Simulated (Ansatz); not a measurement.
`F[SiH2]O[SiH2]Cl` + H₂O → `O[SiH2]O[SiH2]F` + HCl  (formal hydrolysis of the Si–Cl bond)

Program: Ansatz. Geometries: PBE0-D4/def2-TZVP. ΔE: electronic, gas phase. CBS: MP2 limit from def2 TZ/QZ plus the TZ coupled-cluster correction, frozen cores. This one scheme is used for every species. DFT in def2-TZVPP. HSE06 is defined as in plane-wave codes. One conformer a species, not always the lowest.

`F[SiH2]O[SiH2]Cl`:

Cartesian coordinates in Å:
```
F 0.229 -1.990 1.367
Si -0.885 -0.965 0.871
O -0.325 -0.155 -0.421
Si 0.763 0.885 -1.037
Cl 1.382 2.191 0.416
H -1.163 -0.034 1.983
H -2.063 -1.744 0.444
H 1.950 0.148 -1.516
H 0.111 1.665 -2.107
```

H₂O:

```xyz
3

O     0.054    0.383   -0.044
H     0.039   -0.287   -0.731
H    -0.093   -0.096    0.775
```

`O[SiH2]O[SiH2]F`:

```xyz
10

O     1.467   -1.094   -1.546
Si    1.302   -0.286   -0.134
O    -0.266   -0.208    0.326
Si   -1.614    0.671    0.490
F    -1.739    1.151    2.004
H     1.345   -2.044   -1.547
H     1.813    1.076   -0.396
H     2.029   -0.974    0.959
H    -1.553    1.887   -0.352
H    -2.784   -0.180    0.197
```

HCl:

Z-matrix (Å, degrees):
```
Cl
H 1 1.279
```

CCSD(T)/CBS gives -0.3 kJ/mol.

(1) Another level gave +1.5 kJ/mol. Which?
A. HSE06/def2-TZVPP
B. revPBE-D4/def2-TZVPP
C. BHLYP-D4/def2-TZVPP
D. CAM-B3LYP/def2-TZVPP

Largest T1 diagnostic among the species: 0.012.

Answers

(1) A. HSE06 1.5, revPBE-D4 6.0, BHLYP-D4 -3.7, CAM-B3LYP -10.2 kJ/mol.

The D4 term adds +4.2 kJ/mol with B3LYP and +2.3 kJ/mol with PBE0; it sums over pairs of atoms, weighted by their polarisabilities, and B3LYP, whose exchange is more repulsive, gets the larger term. Leaving LDA and LC-ωPBE aside and taking each functional with its dispersion term where it has one, the values, not all of them listed here, spread over 13.7 kJ/mol, from CAM-B3LYP-D4 to revPBE-D4. LDA lies −5.6 kJ/mol from PBE without D4.

B3LYP here is the variant with VWN-RPA as its local correlation; programs differ in this.
